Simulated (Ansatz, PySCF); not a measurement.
Species: SiF$_{2}$, net charge 0, singlet state. 
Coordinates optimised at B3LYP-D3(BJ)/def2-TZVP (Ansatz, an electronic-structure program):
SMILES: F[Si]F
```xyz
3

Si     0.0153     0.0127     0.5768
F      1.0240    -0.6902    -0.4611
F     -1.0478     0.6704    -0.4362
```
Charge 0, spin multiplicity 1.

Dipole moments at this geometry, in debye (magnitudes).

```json
[
 {"level": "BLYP/def2-TZVPD", "program": "PySCF", "dipole (D)": "1.17"},
 {"level": "revPBE/def2-TZVPD", "program": "Ansatz", "dipole (D)": "1.03"},
 {"level": "M06-L/def2-TZVPD", "program": "PySCF", "dipole (D)": "1.05"},
 {"level": "r2SCAN/def2-TZVPD", "program": "Ansatz", "dipole (D)": "1.02"},
 {"level": "BHLYP/def2-TZVPD", "program": "Ansatz", "dipole (D)": "1.31"},
 {"level": "TPSSh/def2-TZVPD", "program": "PySCF", "dipole (D)": "1.06"},
 {"level": "r2SCANh/def2-TZVPD", "program": "Ansatz", "dipole (D)": "1.06"},
 {"level": "M06-2X/def2-TZVPD", "program": "PySCF", "dipole (D)": "1.30"},
 {"level": "MN15/def2-TZVPD", "program": "PySCF", "dipole (D)": "1.15"},
 {"level": "CCSD(T)/aug-cc-pV(D+d)Z", "program": "Ansatz", "dipole (D)": "1.28"}
]
```
